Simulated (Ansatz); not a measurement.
One change: `[F][GeH]([F])[F]` becomes `N#[C][Ge]([F])([F])[F]`.

Ansatz, PBE0-D4/def2-TZVP geometries, multiplicity 1. 

Scalar relativity is left out up to krypton.

| property | `[F][GeH]([F])[F]` |
| --- | --- |
| zero-point energy (PBE0-D4/def2-TZVP) / kJ/mol | 40.0 |
| HOMO–LUMO gap (ωB97M-V/def2-TZVPP) / eV | 15.31 |
| ideal-gas entropy at 298 K and 1 bar (rigid rotor, harmonic PBE0-D4/def2-TZVP) / J/(mol·K) | 295 |
| HOMO–LUMO gap (PBE0/def2-TZVPP) / eV | 10.89 |
| LUMO energy (ωB97M-V/def2-TZVPP) / eV | 1.62 |
| LUMO energy (PBE/def2-TZVPP) / eV | -1.58 |

Problem. What does the change do to each property? (Best estimate.)

Solution. The calculation gave: 
```json
{"property": "zero-point energy (PBE0-D4/def2-TZVP) / kJ/mol", "`N#[C][Ge]([F])([F])[F]`": "41.0", "shift": "1.0"}
{"property": "HOMO–LUMO gap (ωB97M-V/def2-TZVPP) / eV", "`N#[C][Ge]([F])([F])[F]`": "14.18", "shift": "-1.13"}
{"property": "ideal-gas entropy at 298 K and 1 bar (rigid rotor, harmonic PBE0-D4/def2-TZVP) / J/(mol·K)", "`N#[C][Ge]([F])([F])[F]`": "342", "shift": "47"}
{"property": "HOMO–LUMO gap (PBE0/def2-TZVPP) / eV", "`N#[C][Ge]([F])([F])[F]`": "9.62", "shift": "-1.27"}
{"property": "LUMO energy (ωB97M-V/def2-TZVPP) / eV", "`N#[C][Ge]([F])([F])[F]`": "0.51", "shift": "-1.11"}
{"property": "LUMO energy (PBE/def2-TZVPP) / eV", "`N#[C][Ge]([F])([F])[F]`": "-2.67", "shift": "-1.09"}
```

The zero-point energy changes by 1.0 kJ/mol with +3 modes.
